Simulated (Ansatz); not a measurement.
Species: C3H9AlO3, charge 0, multiplicity 1. 
Coordinates optimised at B3LYP-D3(BJ)/def2-TZVP (Ansatz, a quantum-chemistry and plane-wave program):
SMILES: C[O][Al]([O]C)[O]C
```xyz
16

C      2.1951    -1.8171    -0.0297
O      1.5830    -0.5522    -0.1313
Al     0.0000     0.0000     0.0000
O     -0.3385     1.6361    -0.1919
C      0.4427     2.7771    -0.4615
O     -1.2445    -1.0839     0.3232
C     -2.6378    -0.9600     0.4912
H      1.4727    -2.6118     0.1819
H      2.9392    -1.8060     0.7718
H      2.7073    -2.0578    -0.9656
H      0.1020     3.2500    -1.3870
H      1.5052     2.5366    -0.5685
H      0.3339     3.5017     0.3505
H     -2.9253    -1.3181     1.4839
H     -2.9780     0.0751     0.3866
H     -3.1572    -1.5698    -0.2536
```

Basis-set convergence of Hartree-Fock and CCSD correlation energies (hartree) with Ansatz. Valence correlation only, unless marked. Spin-orbit coupling is left out. No relativistic terms.

| basis | functions | E(HF) | E(corr, CCSD) |
|---|---|---|---|
| cc-pV(D+d)Z | 152 | -585.50622 | -1.09869 |
| cc-pV(T+d)Z | 345 | -585.63532 | -1.35141 |
| cc-pV(Q+d)Z | 664 | -585.66562 | -1.43377 |

Extrapolating the two largest sets (X = 3 and 4) as X^-3: E(corr) = (64·(-1.43377) - 27·(-1.35141))/37 = -1.4939 Eh, an estimate of the basis-set limit. The largest set recovers 96.0 % of it, the smallest 73.5 %.
